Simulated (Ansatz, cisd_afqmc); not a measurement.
Species: Br, charge 1, triplet.

Total energies in aug-cc-pVQZ, 6 correlated electrons, 14 frozen orbitals. UHF or UKS for unpaired electrons; spin-orbit terms are left out. Correlated methods leave the cores frozen (noble-gas shells, and filled d and f shells in the p block). No relativity. AFQMC is phaseless with a CISD trial state; ± is one standard error, without the phaseless bias. Outlying blocks are dropped, and bars are widened where a walk drifts. Over all cases where full CI ran beside it in this data, AFQMC minus full CI had a median of +0.1 mEh and passed +0.4 mEh in a tenth of the cases. Spin-orbit terms, left out, reach several kcal/mol for Br and I, and more for heavier atoms.

```tsv
method	program	energy (Eh)	minus CCSDT(Q) (mEh)
HF	Ansatz	-2572.05299	138.55
MP2	Ansatz	-2572.16846	23.08
CCSD	Ansatz	-2572.18678	4.76
CCSD(T)	Ansatz	-2572.19088	0.66
CCSDT(Q)	Ansatz	-2572.19154	0.00
AFQMC/CISD	cisd_afqmc	-2572.1913 ± 0.0002	0.2 ± 0.2
```

Ansatz is a program for electronic structure.
